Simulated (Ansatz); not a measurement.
Two isomers of C4H8Sn: A = `C#[C][SnH]([CH3])[CH3]`, B = `CC1=C[CH]1[SnH3]`.

Gas-phase electronic energies from Ansatz, PBE0-D4/def2-TZVP geometries. CCSD(T)/CBS adds triple-zeta CCSD(T) − MP2 to the extrapolated MP2 energy (def2 sets, frozen cores). Functionals use def2-TZVPP. B3LYP here is the variant with VWN-RPA as its local correlation; programs differ in this. Elements past krypton have def2 core potentials. For Sn outer-core shells are correlated without core-valence functions, which leaves a few kJ/mol of doubt a bond.

(1) Which is lower in electronic energy at CCSD(T)/CBS, and by how much? (An estimate is asked.)

(2) Give E(B) − E(A) in kJ/mol with HF/def2-TZVPP, ωB97M-V, CCSD(T)/def2-TZVPP, PBE-D4, r2SCAN-D4, B3LYP-D4, MP2/def2-TZVPP. (Estimate.)

Largest T1 diagnostic: 0.012.

## Answers

(1) Ansatz gave: A, by 163.3 kJ/mol.

(2) Ansatz gave: HF/def2-TZVPP 164.0, ωB97M-V 141.3, CCSD(T)/def2-TZVPP 159.9, PBE-D4 112.7, r2SCAN-D4 128.8, B3LYP-D4 138.9, MP2/def2-TZVPP 163.6. None reverses the order clearly.

The D4 term adds −3.0 kJ/mol with B3LYP and −1.5 kJ/mol with PBE0; it sums over pairs of atoms, weighted by their polarisabilities, and B3LYP, whose exchange is more repulsive, gets the larger term.
